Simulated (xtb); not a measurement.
C4H6, triplet, from a rough starting geometry (a higher spin typed on purpose: for a closed-shell molecule this is an excited state); xtb 6.7.1 with GFN2-xTB.

The xtb input:
```
$ xtb mol.xyz --gfn 2 --uhf 2 --opt vtight --json

# file mol.xyz
10

C      1.73308184     0.19344213    -0.67072598
C      0.68117964    -0.16278850     0.14566099
C     -0.68606510     0.21114548    -0.12709847
C     -1.74332100    -0.23907083     0.61276548
H      1.50239370     0.84239655    -1.52398824
H      2.74993023    -0.07030252    -0.46434893
H      0.86477054    -0.80813077     1.02468699
H     -0.87062636     0.80633842    -0.95288218
H     -2.71870348     0.11931709     0.43273473
H     -1.55252738    -0.89292259     1.48907743
```

The log (banner, timings and long lists left out):

```
   ID    Z sym.   atoms
    1    6 C      1-4
    2    1 H      5-10

           -------------------------------------------------
          |                Calculation Setup                |
           -------------------------------------------------

           -------------------------------------------------
          |                 G F N 2 - x T B                 |
           -------------------------------------------------

          ...................................................
          :                      SETUP                      :
          :.................................................:
          :  # basis functions                  22          :
          :  # atomic orbitals                  22          :
          :  # shells                           14          :
          :  # electrons                        22          :
          :  max. iterations                   250          :
          :  Hamiltonian                  GFN2-xTB          :
          :  restarted?                      false          :
          :  GBSA solvation                  false          :
          :  PC potential                    false          :
          :  electronic temp.          300.0000000     K    :
          :  accuracy                    1.0000000          :
          :  -> integral cutoff          0.2500000E+02      :
          :  -> integral neglect         0.1000000E-07      :
          :  -> SCF convergence          0.1000000E-05 Eh   :
          :  -> wf. convergence          0.1000000E-03 e    :
          :  Broyden damping             0.4000000          :
          :  net charge                          0          :
          :  unpaired electrons                  2          :
          ...................................................

 iter      E             dE          RMSdq      gap      omega  full diag
   1    -11.6161118 -0.116161E+02  0.415E+00    2.89       0.0  T
   2    -11.6323247 -0.162129E-01  0.243E+00    2.83       1.0  T
   3    -11.6318307  0.493995E-03  0.705E-01    2.86       1.0  T
   4    -11.6213400  0.104907E-01  0.941E-01    2.83       1.0  T
   5    -11.6334322 -0.120922E-01  0.977E-02    2.82       1.0  T
   6    -11.6334936 -0.613852E-04  0.431E-02    2.83       1.0  T
   7    -11.6334934  0.129741E-06  0.818E-03    2.83       3.9  T
   8    -11.6334941 -0.672741E-06  0.119E-03    2.83      26.7  T
   9    -11.6334941 -0.419253E-08  0.567E-04    2.83      55.8  T
  10    -11.6334941 -0.640492E-09  0.682E-05    2.83     463.8  T

   *** convergence criteria satisfied after 10 iterations ***

 transition dipole moment (au) for excitation:          11          12
     X       Y       Z
  -1.9268  -0.3954   0.9319  total (au/Debye):    2.177   5.532
 dE (eV)             :    3.340
 oscillator strength :  0.54821E+00

         :::::::::::::::::::::::::::::::::::::::::::::::::::::
         ::                     SUMMARY                     ::
         :::::::::::::::::::::::::::::::::::::::::::::::::::::
         :: total energy             -11.422389979372 Eh    ::
         :: gradient norm              0.163163515271 Eh/a0 ::
         :: HOMO-LUMO gap              2.832460257095 eV    ::
         ::.................................................::
         :: SCC energy               -11.633494266080 Eh    ::
         :: -> isotropic ES            0.001801252717 Eh    ::
         :: -> anisotropic ES          0.002390138858 Eh    ::
         :: -> anisotropic XC          0.012001990040 Eh    ::
         :: -> dispersion             -0.004376540170 Eh    ::
         :: repulsion energy           0.211104286709 Eh    ::
         :: add. restraining           0.000000000000 Eh    ::
         :: total charge              -0.000000000000 e     ::
         :::::::::::::::::::::::::::::::::::::::::::::::::::::

      -----------------------------------------------------------
     |                   =====================                   |
[...]
 * total energy  :   -11.4397412 Eh     change       -0.1156472E-03 Eh
 * total energy  :   -11.4397637 Eh     change       -0.2246239E-04 Eh
 * total energy  :   -11.4398310 Eh     change       -0.6730758E-04 Eh
 * total energy  :   -11.4398497 Eh     change       -0.1876448E-04 Eh
 * total energy  :   -11.4398689 Eh     change       -0.1918627E-04 Eh
 * total energy  :   -11.4399477 Eh     change       -0.7877575E-04 Eh
 * total energy  :   -11.4399779 Eh     change       -0.3024279E-04 Eh
 * total energy  :   -11.4400041 Eh     change       -0.2620842E-04 Eh
 * total energy  :   -11.4400064 Eh     change       -0.2233196E-05 Eh
 * total energy  :   -11.4400069 Eh     change       -0.5129049E-06 Eh
 * total energy  :   -11.4400070 Eh     change       -0.1236437E-06 Eh
 * total energy  :   -11.4400070 Eh     change       -0.3218523E-07 Eh
   *** GEOMETRY OPTIMIZATION CONVERGED AFTER 50 ITERATIONS ***
         :: total energy             -11.440007039997 Eh    ::
[...]
         8        2.0000           -0.4488556             -12.2140
         9        2.0000           -0.4352970             -11.8450
        10        2.0000           -0.4260449             -11.5933
        11        1.0000           -0.3153553              -8.5813
        12        1.0000           -0.3149939              -8.5714 (HOMO)
        13                         -0.1665280              -4.5315 (LUMO)
        14                          0.1050840               2.8595
        15                          0.1393736               3.7925
        16                          0.1740863               4.7371
        17                          0.2220140               6.0413
        18                          0.2956202               8.0442
        19                          0.3018042               8.2125
        20                          0.3255244               8.8580
        21                          0.5282522              14.3745
        22                          0.5552017              15.1078
      -------------------------------------------------------------
                  HL-Gap            0.1484658 Eh            4.0400 eV
             Fermi-level           -0.3057305 Eh           -8.3194 eV

     #   Z          covCN         q      C6AA      α(0)
     1   6 C        2.835    -0.107    30.703     9.080
     2   6 C        2.895    -0.030    28.749     8.791
     3   6 C        2.890    -0.023    28.583     8.765
     4   6 C        2.843    -0.097    30.429     9.040
     5   1 H        0.926     0.050     2.319     2.381
     6   1 H        0.926     0.050     2.319     2.381
     7   1 H        0.925     0.051     2.308     2.376
     8   1 H        0.925     0.035     2.517     2.481
     9   1 H        0.926     0.036     2.500     2.472
    10   1 H        0.926     0.035     2.511     2.478

 Mol. C6AA /au·bohr⁶  :        965.591672
 Mol. C8AA /au·bohr⁸  :      22324.180515
 Mol. α(0) /au        :         50.247139

Wiberg/Mayer (AO) data.
largest (>0.10) Wiberg bond orders for each atom

 ---------------------------------------------------------------------------
     #   Z sym  total        # sym  WBO       # sym  WBO       # sym  WBO
 ---------------------------------------------------------------------------
     1   6 C    3.181 --     2 C    1.157     5 H    0.953     6 H    0.953
     2   6 C    3.760 --     3 C    1.412     1 C    1.157     7 H    0.920
                             4 C    0.222
     3   6 C    3.991 --     4 C    1.551     2 C    1.412     8 H    0.965
     4   6 C    3.781 --     3 C    1.551     9 H    0.981    10 H    0.979
                             2 C    0.222
     5   1 H    0.997 --     1 C    0.953
     6   1 H    0.997 --     1 C    0.953
     7   1 H    0.995 --     2 C    0.920
     8   1 H    0.999 --     3 C    0.965
     9   1 H    0.999 --     4 C    0.981
    10   1 H    0.999 --     4 C    0.979
 ---------------------------------------------------------------------------

Topologies differ in total number of bonds
Writing topology from bond orders to xtbtopo.mol

molecular dipole:
                 x           y           z       tot (Debye)
 q only:        0.102       0.002      -0.003
   full:        0.129      -0.001       0.006       0.329
molecular quadrupole (traceless):
                xx          xy          yy          xz          yz          zz
 q only:        0.348       0.053      -0.522      -0.124      -0.298       0.173
  q+dip:        1.119       0.195      -1.898      -0.454      -1.149       0.779
   full:        0.528       0.067      -0.983      -0.144      -0.616       0.456

optimized geometry written to: xtbopt.xyz

           -------------------------------------------------
          | TOTAL ENERGY              -11.440007039997 Eh   |
          | GRADIENT NORM               0.000010110137 Eh/α |
          | HOMO-LUMO GAP               4.039961382059 eV   |
           -------------------------------------------------
```
